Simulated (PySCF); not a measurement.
This PySCF input asks for the NMR shieldings of `CO[C@@H]1[C@H](C)[Si@H]1SC`, C$_{5}$H$_{12}$OSSi; the geometry comes from GFN2-xTB.

```python
import basis_set_exchange as bse
import numpy as np
from pyscf import gto, dft
from pyscf.prop import nmr

atoms = """
C    -2.529925   -1.475982   -1.170213
O    -2.140158   -0.282007   -0.547126
C    -1.046736   -0.447985    0.301472
C    -0.273852    0.836188    0.632512
C    -0.838962    2.131747    0.106617
Si    0.682041   -0.370314   -0.466105
S     2.247117   -1.536623    0.393525
C     3.597832   -0.311768    0.369314
H    -1.707122   -1.887163   -1.770818
H    -2.831489   -2.229815   -0.432790
H    -3.375142   -1.236154   -1.812603
H    -1.261164   -1.115539    1.138026
H     0.002273    0.900228    1.682205
H    -1.709956    2.424209    0.691427
H    -1.154012    2.011099   -0.925439
H    -0.099848    2.928920    0.161988
H     0.844438   -0.059172   -1.872399
H     3.325908    0.543995    0.977925
H     3.792672   -0.008828   -0.653906
H     4.470937   -0.804356    0.783655
"""
names = dict.fromkeys(["C", "O", "Si", "S", "H"], "pcSseg-1")
basis = {el: gto.basis.parse(bse.get_basis(n, elements=[el], fmt="nwchem")) for el, n in names.items()}
mol = gto.M(atom=atoms, basis=basis, charge=0, verbose=0)
mf = dft.RKS(mol, xc="PBE0")
mf.grids.level = 2
mf.grids.alignment = dft.numint.BLKSIZE   # the property module wants whole blocks of grid points
mf.conv_tol = 1e-9
mf.kernel()

calc = nmr.RKS(mf)   # GIAO
C = mf.mo_coeff
Co = C[:, mf.mo_occ > 0]
resp = mf.gen_response(singlet=True, hermi=2)
def vind(x):   # induced exchange potential for any number of trial vectors
    d = np.einsum("pi,xij,qj->xpq", C, 2 * x.reshape(-1, C.shape[1], Co.shape[1]), Co, optimize=True)
    return np.einsum("xpq,pi,qj->xij", resp(d - d.transpose(0, 2, 1)), C, Co, optimize=True).ravel()
mo1, _ = nmr.rhf.solve_mo1(calc, with_cphf=vind)
sigma = calc.kernel(mo1)
for i, s in enumerate(sigma):   # ppm
    w = np.linalg.eigvalsh((s + s.T) / 2)
    print("%2d %-2s iso %8.1f  s11 %8.1f  s22 %8.1f  s33 %8.1f" % (i, mol.atom_pure_symbol(i), w.mean(), *w))
```

Question: What does it print?

Answer: 
```
 0 C  iso    122.5  s11     86.0  s22     98.5  s33    183.0
 1 O  iso    312.6  s11    287.3  s22    300.1  s33    350.4
 2 C  iso    111.7  s11     61.1  s22     94.8  s33    179.1
 3 C  iso    163.1  s11    142.1  s22    152.5  s33    194.7
 4 C  iso    175.2  s11    162.5  s22    176.1  s33    187.1
 5 Si iso    440.1  s11    308.7  s22    354.9  s33    656.5
 6 S  iso    692.4  s11    614.7  s22    668.2  s33    794.2
 7 C  iso    170.5  s11    156.0  s22    164.9  s33    190.5
 8 H  iso     28.5  s11     25.2  s22     27.3  s33     33.1
 9 H  iso     28.2  s11     24.6  s22     25.5  s33     34.7
10 H  iso     27.8  s11     23.5  s22     25.1  s33     34.9
11 H  iso     27.5  s11     22.9  s22     27.8  s33     31.7
12 H  iso     30.1  s11     25.0  s22     28.1  s33     37.1
13 H  iso     30.3  s11     24.9  s22     27.4  s33     38.5
14 H  iso     30.6  s11     25.8  s22     29.9  s33     36.0
15 H  iso     30.2  s11     24.8  s22     28.5  s33     37.4
16 H  iso     28.1  s11     22.2  s22     27.1  s33     34.8
17 H  iso     29.7  s11     23.7  s22     28.8  s33     36.4
18 H  iso     29.7  s11     24.3  s22     27.7  s33     37.1
19 H  iso     29.6  s11     23.5  s22     26.5  s33     38.9
```

These numbers come from an equivalent density-fitted implementation of the same equations, which agrees with the script to about 0.01 ppm for H and up to a few tenths of a ppm for heavy atoms, so last digits may differ.

Question: Turn these shieldings into chemical shifts. Scale: $^{13}$C (186.93 ppm) and $^{29}$Si (349.16 ppm) and $^{1}$H (31.72 ppm) vs TMS; H2O for $^{17}$O (336.08 ppm); $^{33}$S (503.73 ppm) vs CS2 (reference shieldings calculated alike).

Answer: Averaging equivalent atoms: C 2: 75.3; C 0: 64.4; C 3: 23.8; C 7: 16.4; C 4: 11.7; O 1: 23.5; Si 5: -90.9; S 6: -189; H 11: 4.25; H 16: 3.66; H 8/9/10: 3.52; H 17/18/19: 2.06; H 12: 1.63; H 13/14/15: 1.36 ppm. Experimental scales use liquid or dissolved standards, which lie at an offset from isolated H2O (liquid H2O: subtract about 36 ppm).

Size and cost of the density-fitted run: 210 basis functions, 25 s wall time on 1 thread of an AMD EPYC 9R45 96-Core, shared host; peak memory 1 GiB.
